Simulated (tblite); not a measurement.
C7H12F (doublet state).
Cartesian coordinates in Å at the GFN2-xTB level; atoms count from 1:
```
atom  x, y, z in Å
C1    -0.3306    1.1864    1.6906
C2     0.0744    0.7418    0.3420
C3     1.5557    0.3540    0.2614
C4     1.9531   -0.0890   -1.1407
C5    -0.8602   -0.4228    0.0214
C6    -0.7110   -1.6542    0.4849
C7    -2.0275   -0.0234   -0.8363
F8    -2.9444   -1.0324   -0.9856
H9    -1.1675    1.8449    1.8195
H10    0.0552    0.6820    2.5549
H11   -0.1194    1.5365   -0.3882
H12    1.7650   -0.4436    0.9740
H13    2.1503    1.2219    0.5539
H14    3.0079   -0.3515   -1.1703
H15    1.7796    0.7102   -1.8588
H16    1.3735   -0.9577   -1.4448
H17    0.1155   -1.9373    1.1106
H18   -1.4214   -2.4276    0.2488
H19   -2.5625    0.8259   -0.3942
H20   -1.6907    0.2465   -1.8460
```

Computed values, GFN2-xTB/tblite, gas phase, harmonic and unscaled. Against measured fundamentals such values can be off by several per cent, at times by over 20. One conformer, not necessarily the lowest. Open shells enter through the occupations alone, without spin polarisation, and single modes of such species can be off by tens of per cent.

Harmonic wavenumbers (cm⁻¹): 35.1, 79.5, 110.2, 167.1, 181.0, 205.0, 213.9, 248.3, 317.5, 393.0, 428.5, 484.4, 522.7, 554.8, 691.4, 791.8, 846.5, 888.2, 902.9, 945.1, 967.5, 976.5, 1043.1, 1082.9, 1098.4, 1133.2, 1143.7, 1185.1, 1212.3, 1241.3, 1260.5, 1307.7, 1322.7, 1349.7, 1398.1, 1406.5, 1414.1, 1427.8, 1492.6, 1503.0, 1506.6, 1700.9, 2901.6, 2910.5, 2925.5, 2977.8, 3003.4, 3027.8, 3036.8, 3041.2, 3117.7, 3132.3, 3145.3, 3174.7.

A = 2905, B = 1271, C = 1107 MHz; mass 115.092 u (most abundant isotopes); point group C1, symmetry number 1; spin multiplicity 2.

Q: Zero-point energy?

A: Half the sum of the wavenumbers: 36788 cm⁻¹ = 440.08 kJ/mol.

Q: What is S at 298.15 K and 1 bar for an ideal gas of classical rigid rotors and harmonic oscillators?

A: Translation 168.04, rotation 120.31, vibration 126.71, spin (R ln 2) 5.76: S = 420.8 J/(mol K).

Q: And Cp and H(298.15 K) − H(0)?

A: Cp = 162.13 J/(mol K), of which vibrations give 128.88 (their classical limit is 54 R = 449.0); H(298.15 K) − H(0) = 29.69 kJ/mol without the zero-point energy, 19.78 from vibrations.

Q: What must be added to the electronic energy to get the Gibbs energy at 298.15 K and 1 bar?

A: ZPE + [H(298.15 K) − H(0)] − T·S = 440.08 + 29.69 − 125.47 = 344.30 kJ/mol.

Q: How do the functions run with temperature in this model?

A: 
| T (K) | S (J/(mol K)) | Cp (J/(mol K)) | H − H(0) (kJ/mol) | G − H(0) (kJ/mol) | ln q(vib) |
| --- | --- | --- | --- | --- | --- |
| 150 | 332.6 | 102.7 | 10.16 | -39.72 | 3.22 |
| 250 | 394.1 | 142.0 | 22.38 | -76.15 | 5.97 |
| 400 | 474.5 | 204.5 | 48.39 | -141.40 | 9.97 |
| 600 | 571.0 | 272.3 | 96.46 | -246.13 | 15.17 |
| 900 | 695.1 | 339.0 | 188.97 | -436.63 | 22.56 |

q(vib) and H(0) count from the zero-point level.

Q: Blend soft modes into free rotors: weight 1/[1 + (100 cm⁻¹/ν̃)⁴] for the oscillator and the rest for a rotor with moment μB/(μ + B), μ = h/(8π²ν), B = 10⁻⁴⁴ kg m². What vibrational entropy results?

A: 116.73 J/(mol K) in place of 126.71, which changes −T·S at 298.15 K by +2.98 kJ/mol.

Hindered rotation and anharmonicity are outside this model. Other conformers, if any are populated, would add a mixing term that is left out. The structure is chiral; the term R ln 2 for an equal mix with its mirror image is left out.

On one thread, Intel Xeon Platinum 8259CL at 2.50 GHz (x86_64), shared host, this took 1.1 s. This covers the Hessian and the dipole derivatives.
